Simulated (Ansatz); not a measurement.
(BeO)6 ring (Be₆O₆), relaxed as a singlet with RKS r2SCAN-D4/def2-SVP in Ansatz, starting from the GFN1-xTB geometry. Force threshold 0.02 eV/Å.

Another isomer (singlet) lies 0.45 eV lower at PBE0-D4/def2-TZVP; other spin states weren't run for this one.

Start:

Cartesian coordinates in Å:
```
Be -2.721 0.089 -0.095
Be -1.376 -1.832 -1.480
Be 1.346 -1.920 -1.382
Be 2.721 -0.090 0.096
Be 1.375 1.832 1.479
Be -1.346 1.920 1.382
O -2.415 -1.028 -0.927
O -0.016 -2.209 -1.687
O 2.395 -1.185 -0.756
O 2.415 1.027 0.927
O 0.016 2.211 1.686
O -2.395 1.184 0.757
```

**Question.** Estimate the energy that the relaxation releases and the steps that it takes.

**Answer.** 53.4 kJ/mol, in 5 steps; 14 s on 4 threads of Arm Neoverse V1 on a shared host. No frequencies were taken in this run, so the end may be a saddle point.

**Question.** Does the start keep its bonding and symmetry?

**Answer.** By distances, no bond broke or formed. The bond that changes most is Be1–O7, from 1.43 to 1.43 Å (atoms count from 1). Point group D6h at the start, D6h at the end, both within 0.05 Å.

**Question.** Predict the relaxed structure.

**Answer.** 
```xyz
12

Be   -2.623    0.087   -0.092
Be   -1.324   -1.765   -1.425
Be    1.299   -1.852   -1.333
Be    2.623   -0.087    0.092
Be    1.324    1.765    1.425
Be   -1.299    1.852    1.333
O    -2.474   -1.051   -0.951
O    -0.015   -2.267   -1.728
O     2.458   -1.215   -0.778
O     2.474    1.051    0.951
O     0.015    2.267    1.728
O    -2.458    1.215    0.778
```
Bond lengths (bridged metal pairs left out): 12 × Be–O 1.43 Å.
